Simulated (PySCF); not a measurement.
**Steps of a relaxation of Gd(OH)3**

Gd(OH)3 (singlet in the valence; each metal's 4f electrons, 7 of them, lie in its core potential, out of spins and levels). PySCF 2.14.0, RKS PBE0, Gd lcecp-1-SVP with ECP53, O def2-SVP, H def2-SVP; non-relativistic Hamiltonian with scalar-relativistic core potentials where named; density fitting; no spin-orbit coupling. Origin of the start: template. Columns: position (Å) and force (eV/Å). Energies are counted from the last step; some of the 15 steps are shown. Forces carry noise of the integration grid, about 0.01 to 0.03 eV/Å.

Run from Python with OMP_NUM_THREADS=2. Where DIIS fails, smearing, a level shift and second-order steps follow.
It took 28 s on 2 threads of AMD EPYC 9R45 96-Core Processor (Zen 5), with other jobs on the host, from the converged density of the start.

```xyz
7
step 0  E = 0.427 eV
Gd    0.0000    0.0000   -0.0051    -0.01    0.00   -0.42
O     2.1758    0.0000   -0.0051    -1.41    0.00    0.47
H     3.0758    0.0000    0.3449    -0.41    0.00   -0.33
O    -1.0879    1.8843   -0.0051     0.71   -1.22    0.47
H    -1.5379    2.6637    0.3449     0.20   -0.35   -0.33
O    -1.0879   -1.8843   -0.0051     0.71    1.22    0.47
H    -1.5379   -2.6637    0.3449     0.20    0.35   -0.33
```

```xyz
7
step 5  E = 0.012 eV
Gd    0.0000    0.0000   -0.2433     0.01    0.00   -0.03
O     2.0422    0.0000    0.0665     0.15    0.00    0.07
H     2.9561    0.0000    0.3528    -0.08    0.00   -0.06
O    -1.0211    1.7686    0.0665    -0.08    0.12    0.07
H    -1.4781    2.5600    0.3528     0.04   -0.07   -0.06
O    -1.0211   -1.7686    0.0665    -0.08   -0.12    0.07
H    -1.4781   -2.5600    0.3528     0.04    0.07   -0.06
```

```xyz
7
step 9  E = 0.002 eV
Gd    0.0000    0.0000   -0.0666     0.00    0.00    0.02
O     2.0672    0.0000    0.1047    -0.19    0.00   -0.01
H     3.0092    0.0000    0.2556     0.11    0.00    0.00
O    -1.0336    1.7903    0.1047     0.10   -0.17   -0.01
H    -1.5046    2.6060    0.2556    -0.05    0.09    0.00
O    -1.0336   -1.7903    0.1047     0.10    0.17   -0.01
H    -1.5046   -2.6060    0.2556    -0.05   -0.09    0.00
```

Task: Where does the relaxation end?

Result: It converges at step 14 in C3v:
```xyz
7
step 14  E = 0
Gd    0.0000    0.0000    0.0520
O     2.0698    0.0000    0.1289
H     3.0235    0.0000    0.1919
O    -1.0349    1.7925    0.1289
H    -1.5118    2.6185    0.1919
O    -1.0349   -1.7925    0.1289
H    -1.5118   -2.6185    0.1919
```

Task: How did the contacts change?

Result: 
```
    contact  start (Å)  end (Å)
Gd1–O2 (OH)      2.176    2.071
Gd1–O4 (OH)      2.176    2.071
Gd1–O6 (OH)      2.176    2.071
```


An lcecp potential fixes the number of 4f electrons, so in runs with it no electron can move into or out of that shell.
